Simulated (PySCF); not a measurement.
SMILES N[Te][GeH3], PBE0/def2-SVP optimised geometry.

```
8

Te    -1.20     1.58     0.00
N     -0.23     1.94     1.80
H     -0.93     2.24     2.48
H      0.41     2.72     1.66
Ge    -0.34    -0.84     0.00
H     -0.87    -1.52    -1.28
H      1.20    -0.84     0.00
H     -0.86    -1.58     1.24
```

Density from PBE0/def2-TZVP, def2 effective core potentials past Kr (PySCF) at that geometry. The core electrons that the potentials of Te replace are not part of the density.

Minimum of the electron density along straight lines between bonded atoms, close to the bond critical point (lines longer than 1.1 times the sum of covalent radii, or with two minima, are not listed):

```
bond     length / Å  ρ at the minimum / e bohr⁻³  ∇²ρ there / e bohr⁻⁵  position (fraction from the first atom)
-------  ----------  ---------------------------  --------------------  ---------------------------------------
Te1–N2        2.078                          [?]                  0.14                                     0.50
N2–H3         1.020                        0.332                 -1.58                                     0.74
N2–H4         1.020                        0.332                 -1.58                                     0.74
Te1–Ge5       2.562                          [?]                   [?]                                     0.55
Ge5–H6        1.542                        0.132                  0.05                                     0.59
Ge5–H7        1.538                        0.133                  0.05                                     0.59
Ge5–H8        1.538                        0.133                  0.05                                     0.59
```

Problem. Fill in the missing entries.

Solution. 
- Te1–N2, ρ at the minimum / e bohr⁻³: 0.118
- Te1–Ge5, ρ at the minimum / e bohr⁻³: 0.081
- Te1–Ge5, ∇²ρ there / e bohr⁻⁵: -0.06
